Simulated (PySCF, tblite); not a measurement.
Isomers of C7H16N2. All values are computed: GFN2-xTB (tblite) harmonic vibrations without scaling, gas phase. Errors from tens to a few hundred cm⁻¹ against measured bands are possible. One conformer each.

Electronic energies: PBE0/pcSseg-1 single points on the GFN2-xTB geometries (PySCF, gas phase).

```
       SMILES  electronic energy, lowest = 0 (kJ/mol)
CCN(C)N1CCCC1                                    39.0
  CNNC1CCCCC1                                     0.0
 C=CN(C)NCCCC                                    83.0
```

Q: How do GFN2-xTB zero-point energies change the relative energies?

A: 
| SMILES | ZPE (kJ/mol) | of it from modes above 1550 cm⁻¹ | electronic (kJ/mol) | with ZPE, lowest = 0 (kJ/mol) | lowest mode (cm⁻¹) | rings |
| --- | --- | --- | --- | --- | --- | --- |
| CNNC1CCCCC1 | 598.4 | 287.4 | 0.0 | 0.0 | 36 | 1 |
| CCN(C)N1CCCC1 | 590.7 | 283.8 | 39.0 | 31.2 | 14 | 1 |
| C=CN(C)NCCCC | 584.6 | 299.7 | 83.0 | 69.2 | 28 | 0 |

The zero-point energies span 13.8 kJ/mol, from `C=CN(C)NCCCC` to `CNNC1CCCCC1`. The order is unchanged.

Q: And how do the electronic energies of GFN2-xTB itself compare?

A: `CNNC1CCCCC1` 22.4; `CCN(C)N1CCCC1` 0.0; `C=CN(C)NCCCC` 102.6 kJ/mol, lowest = 0. Against the energies above, taken from the same isomer `CNNC1CCCCC1`, the largest difference is 61.4 kJ/mol.
